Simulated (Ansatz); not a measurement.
Isolated molecules relaxed with PBE0-D4/def2-TZVP in Ansatz; ΔE leaves out vibrations. CCSD(T)/CBS is the MP2 limit (def2-TZVPP, def2-QZVPP) plus CCSD(T) − MP2 in def2-TZVPP, frozen cores. DFT in def2-TZVPP. B3LYP here is the variant with VWN-RPA as its local correlation; programs differ in this. For Zn outer-core shells are correlated without core-valence functions, which leaves a few kJ/mol of doubt a bond. Scalar relativity is left out up to krypton. Each species was taken in one conformer, which may not be the lowest.

Reaction (cleavage of the B–Si bond): `B[Si](C)(N)O` + `C[NH][ZnH]` → `B[N](C)[ZnH]` + `C[SiH](N)O`

```csv
level,ΔE (kcal/mol)
r2SCAN-D4,-46.8
ωB97X-V,-45.2
B2PLYP,-47.2
PBE,-45.0
B3LYP,-46.1
MP2/def2-TZVPP,-48.8
HF/def2-QZVPP,-45.8
MP2/CBS(def2),-47.7
```

Task: What does CCSD(T)/CBS give? (An estimate is asked.)

Result: Ansatz gave: -46.4 kcal/mol. The listed levels differ from it by -0.4, 1.2, -0.8, 1.4, 0.3, -2.4, 0.6, -1.3 kcal/mol.

Largest T1 diagnostic among the species: 0.016.

In def2-TZVPP, CCSD(T) changes the Hartree–Fock value by −1.8 kcal/mol (the triples alone add −0.7 kcal/mol) and MP2 by −3.1 kcal/mol.
